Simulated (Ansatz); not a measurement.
`C[SiH2]OB[SiH3]` + CH₃OH → `CO[SiH3]` + `BO[SiH2]C`  (cleavage of the Si–B bond)

Gas-phase electronic energies from Ansatz, PBE0-D4/def2-TZVP geometries. CCSD(T)/CBS adds triple-zeta CCSD(T) − MP2 to the extrapolated MP2 energy (def2 sets, frozen cores). This one scheme is used for every species. Functionals use def2-TZVPP. B3LYP here is the variant with VWN-RPA as its local correlation; programs differ in this. HSE06 is defined as in plane-wave codes. Each species was taken in one conformer, which may not be the lowest.

```tsv
level	ΔE (kJ/mol)	difference from CCSD(T)/CBS
LDA (SPW92)	-90.7	19.5
PBE-D4	-88.6	21.6
revPBE-D4	-89.2	21.0
BLYP-D4	-105.5	4.7
r2SCAN-D4	-106.0	4.2
B97M-V	-106.1	4.1
PBE0-D4	-95.5	14.7
B3LYP-D4	-110.2	0.0
r2SCANh-D4	-107.1	3.1
r2SCAN0-D4	-108.7	1.5
HSE06-D4	-95.4	14.8
BHLYP-D4	-119.6	-9.4
CAM-B3LYP-D4	-115.7	-5.5
ωB97X-V	-109.1	1.1
B2PLYP	-116.2	-6.0
PBE	-89.7	20.5
revPBE	-88.7	21.5
BLYP	-106.9	3.3
r2SCAN	-106.5	3.7
PBE0	-96.7	13.5
B3LYP	-111.8	-1.6
r2SCANh	-107.7	2.5
r2SCAN0	-109.4	0.8
BHLYP	-121.6	-11.4
LC-ωPBE	-103.7	6.5
RPA@PBE/def2-TZVPP	-109.7	0.5
HF/def2-SVP	-120.2	-10.0
MP2/def2-SVP	-111.4	-1.2
CCSD/def2-SVP	-103.9	6.3
CCSD(T)/def2-SVP	-102.0	8.2
HF/def2-TZVPP	-133.3	-23.1
MP2/def2-TZVPP	-119.5	-9.3
CCSD/def2-TZVPP	-112.4	-2.2
CCSD(T)/def2-TZVPP	-109.7	0.5
HF/def2-QZVPP	-135.0	-24.8
MP2/def2-QZVPP	-120.4	-10.2
SCS-MP2/def2-QZVPP	-122.8	-12.6
HF/CBS(def2)	-135.2	-25.0
MP2/CBS(def2)	-120.0	-9.8
CCSD/CBS(def2)	-113.0	-2.8
CCSD(T)/CBS	-110.2	0
```

Task: What do rigid-rotor, harmonic-oscillator terms from PBE0-D4/def2-TZVP frequencies (298.15 K, 1 bar) make of the CCSD(T)/CBS value? (Best estimate.)

Result: Computed: ΔZPE = -1.1 kJ/mol, ΔH = -112.9 kJ/mol, ΔS = -5 J/(mol·K), ΔG = -111.3 kJ/mol. Modes under 50 cm⁻¹ make the entropy rough.

Largest T1 diagnostic among the species: 0.013.

At CCSD(T), def2-SVP lies +8.2 kJ/mol from the extrapolated value and def2-TZVPP +0.5 kJ/mol. From BLYP to BHLYP (50 % exact exchange), in def2-TZVPP and without D4, ΔE moves by −14.7 kJ/mol. Leaving LDA and LC-ωPBE aside and taking each functional with its dispersion term where it has one, the values spread over 31.0 kJ/mol, from BHLYP-D4 to PBE-D4.
